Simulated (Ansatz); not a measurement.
ClCu, charge +1, doublet, geometry from GFN2-xTB (such geometries of metal compounds can be far from the true shape) (the multiplicity is a formal guess). Base run: SVWN5/def2-SVP (Ansatz, a first-principles code).

Here is a job for Ansatz.
Ansatz 0.2 input:
```yaml
crystal:
  periodic: [false, false, false]
  atoms:
    - {symbol: Cu, position_ang: [-0.00000000, -0.00000000, -0.80004762]}
    - {symbol: Cl, position_ang: [0.00000000, 0.00000000, 1.36478711]}
basis:
  gaussian:
    orbitals: def2-SVP
hamiltonian:
  xc: {name: SVWN5}
total_charge: 1
magnetization: {spin_polarized: true, initial_magnetization: 1}
```

Each row names what was changed in the base input (with any setting that the change needs).

```json
[
 {"change": "base", "ΔE vs base (mEh)": "0.000"},
 {"change": "lower_state_search = full", "ΔE vs base (mEh)": "0.000"},
 {"change": "fitting.mean_field = def2-universal-JKFIT", "ΔE vs base (mEh)": "-0.038"},
 {"change": "final_grid = 10, 20, 41", "ΔE vs base (mEh)": "0.000"},
 {"change": "final_grid = 6, 12, 29", "ΔE vs base (mEh)": "0.001"},
 {"change": "nuclear_model = gaussian", "ΔE vs base (mEh)": "5.552"},
 {"change": "point_charge = charge:-1.0 position_ang:1.8694, 3.6122, 0.6338", "ΔE vs base (mEh)": "-123.5"},
 {"change": "forces = on", "ΔE vs base (mEh)": "0.000"},
 {"change": "final_grid = 4, 8, 17", "ΔE vs base (mEh)": "0.019"},
 {"change": "accuracy = high", "ΔE vs base (mEh)": "0.001"},
 {"change": "point_charge = charge:0.5 position_ang:-0.7626, -3.986, -0.1606", "ΔE vs base (mEh)": "61.414"}
]
```
